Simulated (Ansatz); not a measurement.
Cost and result up the ladder for BiTe₂ (3 atoms). Total charge 0; doublet. Geometry: B3LYP-D4/def2-SVP.

```csv
atom,x (Å),y (Å),z (Å)
Bi1,-0.811,1.026,0.167
Te2,-0.566,-1.028,-1.638
Te3,1.377,0.002,1.472
```

Ansatz on 4 threads of Arm Neoverse V1 on a shared host. Times are rough, and most runs start from the orbitals of an earlier one. PBE0-D4/def2-TZVP serves as the yardstick here, not as an exact answer. Binding counts from free atoms at the same level (Bi quartet, Te triplet; other spins of the atoms weren't run), without zero-point energy or a counterpoise term.

In the def2 sets Bi, Te take a core potential; there is no spin–orbit coupling. Another isomer (doublet) lies 0.49 eV lower at PBE0-D4/def2-TZVP; other spin states weren't run for this one.

Run but left out: PBE-QIDH/def2-TZVP, CCSD(T)/def2-SVP (⟨S²⟩ 1.40 to 1.61, where a pure state has 0.75).

| level | functions | wall time | binding energy per atom (eV) | difference from PBE0-D4/def2-TZVP (eV) |
| --- | --- | --- | --- | --- |
| PBE-D4/def2-TZVP (with forces) | 150 | 2.8 s | 1.86 | 0.27 |
| BLYP-D4/def2-TZVP | 150 | 2.8 s | 1.84 | 0.25 |
| PBE0-D4/def2-TZVP | 150 | 6.5 s | 1.59 | 0.00 |
| r2SCAN-D4/def2-TZVP | 150 | 7 s | 1.59 | 0.00 |
